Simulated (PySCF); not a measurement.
An unknown is described by computed data only.

Formula: C2H10Si3.

| Item | Value |
| --- | --- |
| Polarisability | 118.0 au [CAM-B3LYP/def2-SVPD] |
| 13C NMR | chemical shifts (computed TMS as zero) by class: 149.8 (1 C), 146.8 (1 C) ppm [GIAO CAM-B3LYP/pcSseg-2] |
| UV, first state | lowest singlet excitation: 6.24 eV (199 nm, f = 0.469) [TDDFT CAM-B3LYP/def2-SVPD] |
| Dipole | 0.85 D [CAM-B3LYP/def2-SVPD] |
| NMR, other nuclei | isotropic shieldings of nuclei other than C and H, by class: 394 (1 Si), 439 (1 Si), 444 (1 Si) ppm [GIAO CAM-B3LYP/pcSseg-2] |
| XPS | Si2p3/2 106.0, Si2p3/2 106.3, Si2p3/2 106.4, C1s 290.1, C1s 290.3, Si1s 1845.7, Si1s 1846.0, Si1s 1846.1 eV [ΔSCF SCAN, pcX-2 on the ionised atom, pcseg-1 elsewhere, spin-free X2C, 2p3/2 from a spin–orbit splitting computed afterwards within the 2p shell] |
| Valence photoelectron | vertical ionisation energy: 9.32 eV [ΔSCF CAM-B3LYP/def2-SVPD] |
| Triplet | lowest triplet excitation (Tamm–Dancoff): 4.13 eV [TDA CAM-B3LYP/def2-SVPD] |
| 1H NMR | chemical shifts (computed TMS as zero) by class: 6.43 (1 H), 6.33 (1 H), 6.33 (1 H), 4.23 (2 H), 3.55 (3 H), 3.33 (2 H) ppm [GIAO CAM-B3LYP/pcSseg-2] |
| Rotational structure | rotational constants A, B, C: 6.967, 0.840, 0.799 GHz [PBE0-D3(BJ)/def2-SVP] |

Gas-phase values; electronic properties from PySCF, density fitting. Levels stand in brackets. The structure is a single PBE0-D3(BJ)/def2-SVP conformer in the gas phase; no vibrational or solvent corrections. Each NMR value is the plain mean over a class of atoms that symmetry, rotation or inversion makes alike.

Question: Give a SMILES that accounts for the data.

Answer: Numbering: `[CH2:1]=[CH:2][SiH2:3][SiH2:4][SiH3:5]`. Its formula, C2H10Si3, gives 1 degree of unsaturation: 0 rings and 1 π bond in the structure found. 2 carbons fall into 2 classes; from least to most shielded: terminal =CH2 carbon [C1] (149.8 ppm), alkene CH carbon [C2] (146.8 ppm). Hydrogen classes from least to most shielded: 1 H on an alkene CH carbon, C2 (6.43 ppm), 1 H on a terminal =CH2 carbon, C1 (6.33 ppm), 1 H on a terminal =CH2 carbon, C1 (6.33 ppm), 2 H on an SiH2 silicon, Si3 (4.23 ppm), 3 H on an SiH3 silicon, Si5 (3.55 ppm), 2 H on an SiH2 silicon, Si4 (3.33 ppm). The other shieldings belong to: 394 ppm, SiH2 silicon [Si3]; 439 ppm, SiH3 silicon [Si5]; 444 ppm, SiH2 silicon [Si4]. The core levels belong to: Si2p3/2 106.0 eV, SiH2 silicon [Si4]; Si2p3/2 106.3 eV, SiH2 silicon [Si3]; Si2p3/2 106.4 eV, SiH3 silicon [Si5]; C1s 290.1 eV, alkene CH carbon [C2]; C1s 290.3 eV, terminal =CH2 carbon [C1]; Si1s 1845.7 eV, SiH2 silicon [Si4]; Si1s 1846.0 eV, SiH2 silicon [Si3]; Si1s 1846.1 eV, SiH3 silicon [Si5]. The hole state at 290.1 eV has ⟨S²⟩ = 0.82 against 0.75, so that value is less sure. The first electron is taken from the HOMO, whose largest Löwdin shares are 0.23 on an SiH2 silicon, 0.17 on the alkene CH carbon, 0.17 on the terminal =CH2 carbon and 0.17 on an SiH2 silicon. The optimised geometry has point group C1 and is an asymmetric top. Structure: `C=C[SiH2][SiH2][SiH3]`. The assignments are read from this structure; whether some other isomer fits the data as well wasn't checked.

Conformer computed: `[CH2:1]=[CH:2][SiH2:3][SiH2:4][SiH3:5]`: C1–C2–Si3–Si4 -110°, C2–Si3–Si4–Si5 180°.
